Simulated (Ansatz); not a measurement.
C6H14GeO2Si (`C[O][GeH2][C]#C[Si](C)(C)OC`), relaxed with RKS PBE0-D4/def2-TZVP in Ansatz 0.2.0 from a PBE-D4/def2-SVP geometry. The force threshold is 0.005 eV/Å; the program also tests the step.

Charge 0, multiplicity 1.

Start:

```xyz
24

C     3.305   -1.945   -0.028
O     3.882   -0.655   -0.089
Ge    3.221    0.635    0.982
C     1.345    0.783    0.649
C     0.132    0.806    0.404
Si   -1.681    0.771    0.008
C    -2.648    1.693    1.317
C    -1.921    1.479   -1.718
O    -2.190   -0.835    0.092
C    -1.586   -1.890   -0.628
H     3.414   -2.422    0.976
H     2.217   -1.942   -0.283
H     3.825   -2.590   -0.766
H     3.975    1.911    0.556
H     3.446    0.253    2.471
H    -2.344    2.759    1.350
H    -3.734    1.646    1.101
H    -2.472    1.249    2.317
H    -1.566    2.529   -1.763
H    -1.354    0.900   -2.475
H    -2.994    1.463   -1.999
H    -0.493   -1.969   -0.420
H    -1.715   -1.781   -1.730
H    -2.063   -2.845   -0.324
```

```tsv
step	energy (eV)	largest force (eV/Å)	largest move (Å)
1	-74922.9574	1.356	0.000
2	-74923.0826	0.559	0.049
3	-74923.0995	0.138	0.018
4	-74923.1005	0.035	0.034
5	-74923.1007	0.022	0.014
6	-74923.1009	0.008	0.019
7	-74923.1010	0.013	0.026
8	-74923.1010	0.012	0.023
9	-74923.1011	0.009	0.014
10	-74923.1011	0.004	0.004
```

End:

```xyz
24

C     3.361   -1.928   -0.003
O     3.886   -0.624   -0.085
Ge    3.181    0.630    0.954
C     1.312    0.715    0.606
C     0.119    0.738    0.380
Si   -1.686    0.740    0.005
C    -2.603    1.680    1.312
C    -1.902    1.466   -1.695
O    -2.222   -0.812    0.077
C    -1.654   -1.876   -0.646
H     3.477   -2.357    1.002
H     2.297   -1.959   -0.269
H     3.911   -2.556   -0.707
H     3.880    1.928    0.551
H     3.390    0.253    2.430
H    -2.274    2.721    1.344
H    -3.677    1.666    1.109
H    -2.434    1.236    2.295
H    -1.526    2.492   -1.724
H    -1.352    0.892   -2.445
H    -2.958    1.480   -1.979
H    -0.581   -1.971   -0.443
H    -1.794   -1.751   -1.726
H    -2.148   -2.801   -0.341
```

It took 87 s on 4 threads of an AMD EPYC 7R13 on a shared host and a share of an NVIDIA H100 80 GB, with 1.2 GiB of host memory at the peak.
